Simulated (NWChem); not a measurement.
Molecule: C4H5Cl; SMILES C(=C)=C(Cl)C

Task: Give the equilibrium geometry at B3LYP/6-31G* (spherical d) (NWChem) as a list of bonds and angles, with the point group.

Result: point group Cs; any orientation.
Bonded distances (Å): C1–C2 1.307, C1–H6 1.089, C1–H7 1.089, C2–C3 1.306, C3–C4 1.502, C3–Cl5 1.782, C4–H8 1.096, C4–H9 1.096, C4–H10 1.094. Angles (°): C2–C1–H6 121.7, C2–C1–H7 121.7, H6–C1–H7 116.6, C1–C2–C3 179.2, C2–C3–C4 126.7, C2–C3–Cl5 119.0, C4–C3–Cl5 114.3, C3–C4–H8 110.6, C3–C4–H9 110.6, C3–C4–H10 110.0, H8–C4–H9 107.7, H8–C4–H10 108.9, H9–C4–H10 108.9.
